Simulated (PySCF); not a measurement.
# Single point on BeAl

State: quartet, unpaired electrons σ ↑, π ↑↑, a second solution, started from another occupation.

An equivalent input (the run itself took its basis sets from the Basis Set Exchange, started from a PBE0 density and held the occupation σ 6α 5β, πx 2α 1β, πy 2α 1β):

```python
from pyscf import gto, dft
mol = gto.M(atom='Be 0 0 0; Al 0 0 2.417', basis={'Be': 'def2-TZVP', 'Al': 'def2-TZVP'},
            charge=0, spin=3, verbose=4, symmetry='C2v')
mf = dft.UKS(mol, xc='PBE0')
mf.grids.atom_grid = (80, 434)
mf.grids.prune = dft.gen_grid.treutler_prune
mf.irrep_nelec = {'A1': (6, 5), 'B1': (2, 1), 'B2': (2, 1)}
mf.conv_tol = 1e-9
mf.max_cycle = 60
mf.diis_space = 10
mf.kernel()
```

The log (some set-up lines and the per-cycle HOMO/LUMO lines removed):

```
******** <class 'pyscf.dft.uks_symm.SymAdaptedUKS'> ********
method = SymAdaptedUKS
damping factor = 0
level_shift factor = 0
DIIS = <class 'pyscf.scf.diis.CDIIS'>
diis_start_cycle = 1
diis_space = 10
diis_damp = 0
SCF conv_tol = 1e-09
SCF conv_tol_grad = None
SCF max_cycles = 60
number electrons alpha = 10  beta = 7
Set gradient conv threshold to 3.16228e-05
init E= -256.856164498572
cycle= 1 E= -256.871223337258  delta_E= -0.0151  |g|= 0.00759  |ddm|= 0.05
cycle= 2 E= -256.871273411216  delta_E= -5.01e-05  |g|= 0.00753  |ddm|= 0.035
cycle= 3 E= -256.87133038257  delta_E= -5.7e-05  |g|= 0.00361  |ddm|= 0.0186
cycle= 4 E= -256.871347812859  delta_E= -1.74e-05  |g|= 0.00104  |ddm|= 0.00752
cycle= 5 E= -256.8713506357  delta_E= -2.82e-06  |g|= 0.000341  |ddm|= 0.0032
cycle= 6 E= -256.871351386474  delta_E= -7.51e-07  |g|= 0.000165  |ddm|= 0.00206
cycle= 7 E= -256.871351633256  delta_E= -2.47e-07  |g|= 6.64e-05  |ddm|= 0.00138
cycle= 8 E= -256.87135168273  delta_E= -4.95e-08  |g|= 2.83e-05  |ddm|= 0.000647
cycle= 9 E= -256.871351690485  delta_E= -7.75e-09  |g|= 6.86e-06  |ddm|= 0.000303
cycle= 10 E= -256.871351690848  delta_E= -3.63e-10  |g|= 1.37e-06  |ddm|= 7.05e-05
Extra cycle  E= -256.871351690857  delta_E= -9.44e-12  |g|= 6.99e-07  |ddm|= 6.45e-06
converged SCF energy = -256.871351690857  <S^2> = 3.7657506  2S+1 = 4.0078675
```

A point of this curve took 0.75 CPU seconds beside 0.093 for the integrals, on Intel Xeon Platinum 8488C (shared host).
